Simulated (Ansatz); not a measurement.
C2H6ClIn, SMILES `[CH3][In]([CH3])[Cl]`, charge 0, multiplicity 1.

Q: Give a relaxed structure at PBE0-D4/def2-TZVP (Ansatz 0.2.0). (An estimate is asked.)

A: Computed: 
```xyz
10

C    -0.0199    1.9272    0.6127
In    0.3516   -0.1425    0.2342
C    -0.4635   -1.7275   -0.9441
Cl    2.2076   -0.9049    1.4956
H     0.7636    2.3142    1.2626
H    -0.0331    2.4900   -0.3218
H    -0.9885    2.0496    1.1004
H     0.1498   -2.6176   -0.8125
H    -1.4861   -1.9412   -0.6287
H    -0.4814   -1.4474   -1.9983
```
Point group Cs.
This is one stationary point; other conformers may exist.
